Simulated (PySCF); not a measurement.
## Molecular orbitals of CaAl⁺

r²SCAN0 at R = 3.481 Å; PySCF, no relativity, basis sets Ca 6-31G(d,p), Al 6-31G(d,p). State: ¹Σ⁺ (singlet), closed shell. Only the outer orbitals are listed, counted within each symmetry.

```tsv
orbital	occ.	ε (eV)	on Ca (%)	main shells (%)
7σ	2	-56.81	100	100 Ca s
3π	2	-36.12	100	100 Ca p
3π	2	-36.12	100	100 Ca p
8σ	2	-36.01	100	100 Ca p
9σ	2	-13.38	6	93 Al s
10σ	2	-8.83	64	61 Ca s, 30 Al p
4π	0	-6.29	30	70 Al p, 20 Ca d, 10 Ca p
4π	0	-6.29	30	70 Al p, 20 Ca d, 10 Ca p
11σ	0	-6.19	66	35 Ca s, 34 Al p, 16 Ca p
```

Q: Which are the highest filled and the lowest empty level, where do they sit, and how wide is the gap?

A: Highest filled 10σ at -8.83 eV (in %: 61 Ca s, 30 Al p); lowest empty 4π at -6.29 eV (in %: 70 Al p, 20 Ca d, 10 Ca p); the gap at r²SCAN0 is 2.54 eV.

```json
{"bond order (Mayer)": "0.84", "⟨S²⟩": "0.000", "charge on Ca (Mulliken, basis-dependent)": "0.60", "charge on Ca (Löwdin, basis-dependent)": "0.50", "dipole moment (positive dipole points towards Al; it is taken about the centre of mass and depends on that origin)": "-2.63 D"}
```

Closed-shell solutions of metal pairs were not tested for spin polarisation, which can lower them a little.
